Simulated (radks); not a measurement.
Task: Species: the holmium ion Ho57+. Configuration: [Ne] (the NIST ground configuration). All-electron calculation, scalar-relativistic Kohn-Sham, r2SCAN, spin-polarised, spherical densities, finite nucleus; meta-GGA in the generalised Kohn-Sham scheme; Fermi nuclear charge, rms radius 5.2022 fm. Program: a radial shooting solver on a logarithmic mesh with Libxc functionals. Some entries of the table are withheld. Estimate them.

orbital  occ.  eigenvalue (eV)  <1/r> (bohr^-1)
1s          2              (1)              (2)
2s          2        -13673.00            18.03
2p          6              (3)            16.66

Result: 
(1) 1s eigenvalue (eV): -60211.56
(2) 1s <1/r> (bohr^-1): 76.09
(3) 2p eigenvalue (eV): -12651.57
